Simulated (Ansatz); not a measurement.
`[CH3][In]([F])[C]#N` and `[CH3][In]([OH])[F]` differ in one atom or group.

Ansatz, PBE0-D4/def2-TZVP geometries, multiplicity 1. Each molecule was computed in one conformer, which needn't be the lowest.

Elements past krypton have def2 core potentials.

| property | `[CH3][In]([F])[C]#N` |
| --- | --- |
| size of the dipole moment (ωB97M-V/def2-TZVPP) / D | 5.15 |
| LUMO energy (PBE0/def2-TZVPP) / eV | -2.16 |
| LUMO energy (PBE/def2-TZVPP) / eV | -2.91 |
| size of the dipole moment (PBE/def2-TZVPP) / D | 5.04 |
| HOMO–LUMO gap (PBE/def2-TZVPP) / eV | 4.88 |
| HOMO energy (PBE/def2-TZVPP) / eV | -7.79 |

(1) Give the same properties after the change, and the shifts. (An estimate is asked.)

Results:

(1) The calculation gave: 
| property | `[CH3][In]([OH])[F]` | shift |
| --- | --- | --- |
| size of the dipole moment (ωB97M-V/def2-TZVPP) / D | 4.92 | -0.23 |
| LUMO energy (PBE0/def2-TZVPP) / eV | -1.32 | 0.84 |
| LUMO energy (PBE/def2-TZVPP) / eV | -2.20 | 0.71 |
| size of the dipole moment (PBE/def2-TZVPP) / D | 4.72 | -0.32 |
| HOMO–LUMO gap (PBE/def2-TZVPP) / eV | 4.79 | -0.09 |
| HOMO energy (PBE/def2-TZVPP) / eV | -6.99 | 0.80 |

With PBE0 the HOMO rises by 0.76 eV and the LUMO rises by 0.84 eV, so the gap widens by about 0.08 eV. PBE moves the HOMO by 0.80 eV and ωB97M-V by 0.75 eV. Dipoles are sizes alone; their direction can turn.
